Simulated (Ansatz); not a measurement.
`CCS[Si](O)(O)O` from Hartree–Fock to CCSD(T)

Cartesian coordinates in Å:
```
C 1.621 -0.946 -1.265
C 0.637 -1.461 -0.238
S 0.597 -0.451 1.289
Si -0.896 0.954 0.794
O -0.897 2.073 1.987
O -0.583 1.540 -0.699
O -2.415 0.358 0.701
H 2.630 -0.901 -0.851
H 1.342 0.055 -1.598
H 1.638 -1.609 -2.135
H -0.374 -1.518 -0.644
H 0.905 -2.464 0.100
H -0.053 2.458 2.226
H -1.345 1.865 -1.185
H -2.808 0.047 1.518
```

Total charge 0; spin multiplicity 1. Geometry: relaxed with PBE0-D4/def2-TZVP. It is one conformer, not always the lowest. Frozen core, restricted reference, the Gaussian-basis code of Ansatz. CBS rows extrapolate triple and quadruple zeta; past MP2 they add the triple-zeta difference.

```tsv
basis	HF (Eh)	MP2 corr.
def2-TZVPP	-991.81370	-1.36307
def2-QZVPP	-991.84919	-1.47095
```

(1) Estimate the CCSD correlation energy and the (T) correction in each basis where they were run (hartree).

Results:

(1) 
| basis | CCSD corr. | (T) |
| --- | --- | --- |
| def2-TZVPP | -1.40822 | -0.05496 |
| CBS(def2) | -1.59602 | as TZ |
